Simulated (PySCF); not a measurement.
## How the method moves the HOMO and LUMO of di-n-propyl ether

Species: di-n-propyl ether, C6H14O.
SMILES with atom numbers: `[CH3:1][CH2:2][CH2:3][O:4][CH2:5][CH2:6][CH3:7]` (hydrogens: H8, H9, H10 on C1; H11, H12 on C2; H13, H14 on C3; H15, H16 on C5; H17, H18 on C6; H19, H20, H21 on C7)

Geometry (PBE0-D3(BJ)/def2-SVP, Å), atoms numbered from 1 in this order:
```xyz
21
C6H14O angstrom
C     -2.8651    1.2922    0.1090
C     -1.8805    0.1441   -0.0326
C     -0.4611    0.5403    0.3131
O      0.3736   -0.5699    0.1501
C      1.7009   -0.3827    0.5520
C      2.5427    0.4187   -0.4313
C      4.0008    0.5009   -0.0107
H     -2.6033    2.1331   -0.5535
H     -2.8881    1.6801    1.1403
H     -3.8872    0.9767   -0.1472
H     -2.1700   -0.6994    0.6158
H     -1.8857   -0.2455   -1.0640
H     -0.4118    0.9087    1.3609
H     -0.1444    1.3864   -0.3315
H      1.7378    0.0959    1.5542
H      2.1343   -1.3907    0.6645
H      2.1294    1.4362   -0.5346
H      2.4513   -0.0548   -1.4233
H      4.1104    0.9910    0.9704
H      4.4528   -0.5010    0.0704
H      4.5979    1.0753   -0.7343
```

Basis pcSseg-1 throughout (PySCF), one geometry. Geometry: PBE0-D3(BJ)/def2-SVP, one conformer, isolated molecule.

Task: How do the orbital energies, the gap and the dipole change with the method?

Result: 
```json
{"method": "PBE", "kind": "GGA", "HOMO (eV)": "-5.63", "LUMO (eV)": "0.70", "gap (eV)": "6.33", "μ (D)": "1.05", "SCF cycles": "14"}
{"method": "B97-D", "kind": "GGA", "HOMO (eV)": "-5.67", "LUMO (eV)": "0.85", "gap (eV)": "6.53", "μ (D)": "1.08", "SCF cycles": "14"}
{"method": "BP86", "kind": "GGA", "HOMO (eV)": "-5.75", "LUMO (eV)": "0.78", "gap (eV)": "6.52", "μ (D)": "1.07", "SCF cycles": "13"}
{"method": "LDA", "kind": "LDA", "HOMO (eV)": "-5.75", "LUMO (eV)": "0.49", "gap (eV)": "6.25", "μ (D)": "1.11", "SCF cycles": "13"}
{"method": "B97-2", "kind": "global hybrid", "HOMO (eV)": "-6.94", "LUMO (eV)": "1.56", "gap (eV)": "8.50", "μ (D)": "1.16", "SCF cycles": "12"}
{"method": "PBE0", "kind": "global hybrid", "HOMO (eV)": "-7.20", "LUMO (eV)": "1.53", "gap (eV)": "8.73", "μ (D)": "1.16", "SCF cycles": "12"}
{"method": "CAM-B3LYP", "kind": "range-separated hybrid", "HOMO (eV)": "-8.64", "LUMO (eV)": "2.36", "gap (eV)": "10.99", "μ (D)": "1.20", "SCF cycles": "12"}
{"method": "wB97X-D", "kind": "range-separated hybrid", "HOMO (eV)": "-9.12", "LUMO (eV)": "3.36", "gap (eV)": "12.48", "μ (D)": "1.20", "SCF cycles": "12"}
{"method": "LC-wPBE", "kind": "range-separated hybrid", "HOMO (eV)": "-9.94", "LUMO (eV)": "3.72", "gap (eV)": "13.66", "μ (D)": "1.25", "SCF cycles": "12"}
```

The HOMO spans 4.31 eV, from PBE down to LC-wPBE, and the gap runs from 6.25 eV (LDA) to 13.66 eV (LC-wPBE). Over the methods PBE (0 %), B97-D (0 %), BP86 (0 %), LDA (0 %), B97-2 (21 %), PBE0 (25 %), a straight line through the gap against the share of exact exchange rises by 0.96 eV for each 10 % (correlation coefficient 0.995). The dipole ranges from 1.05 D (PBE) to 1.25 D (LC-wPBE). This basis has no diffuse functions.

The vertical ΔSCF ionisation energy at wB97X-D/def2-SVPD is 9.43 eV; −ε(HOMO) comes closest to it with wB97X-D (9.12 eV).
